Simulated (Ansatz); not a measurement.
`[F][Ga]([SiH3])[Cl]`, 7 atoms. The species carries charge 0 and has multiplicity 1. Correlated methods include outer-core shells of Ga, which these sets cover unevenly. Scalar relativity is left out up to krypton. All runs use 4 threads of a server CPU on a shared host. Correlated methods freeze the cores.

Task: How many basis functions does each run have, and how long does it take in Ansatz? RHF-CCSD(T)/def2-SVP energy; RHF-CCSD(T)/def2-TZVPP energy; RHF-MP2/def2-QZVPP energy; direct RPA on PBE orbitals/def2-TZVPP energy; RKS PBE0-D4/def2-QZVPP energy; RKS LC-ωPBE/def2-TZVPP energy; RKS PBE0-D4/def2-SVP energy; RKS PBE0-D4/def2-TZVP frequencies; RKS PBE0-D4/def2-TZVP relaxation (8 steps); RKS ωB97M-V/def2-SVP energy; RKS ωB97M-V/def2-QZVPP energy; RKS BHLYP-D4/def2-TZVPP energy. (Best estimate.)

Result: The calculation gave: Other jobs shared the machine, so times are rough.

| level | job | functions | wall time | peak host memory (GiB) |
| --- | --- | --- | --- | --- |
| RKS PBE0-D4/def2-SVP | energy | 97 | 0.8 s | 0.22 |
| RKS LC-ωPBE/def2-TZVPP | energy | 205 | 1.6 s | 0.4 |
| RKS BHLYP-D4/def2-TZVPP | energy | 205 | 1.9 s | 0.66 |
| direct RPA on PBE orbitals/def2-TZVPP | energy | 205 | 2.4 s | 0.41 |
| RHF-CCSD(T)/def2-SVP | energy | 97 | 2.5 s | 0.37 |
| RKS ωB97M-V/def2-SVP | energy | 97 | 2.8 s | 0.33 |
| RKS PBE0-D4/def2-QZVPP | energy | 376 | 6 s | 1.2 |
| RKS ωB97M-V/def2-QZVPP | energy | 376 | 10 s | 1.5 |
| RHF-MP2/def2-QZVPP | energy | 376 | 11 s | 1.6 |
| RKS PBE0-D4/def2-TZVP | relaxation (8 steps) | 171 | 17 s | 0.52 |
| RHF-CCSD(T)/def2-TZVPP | energy | 205 | 23 s | 2.6 |
| RKS PBE0-D4/def2-TZVP | frequencies | 171 | 58 s | 0.53 |

LC-ωPBE has ω = 0.4 bohr⁻¹.
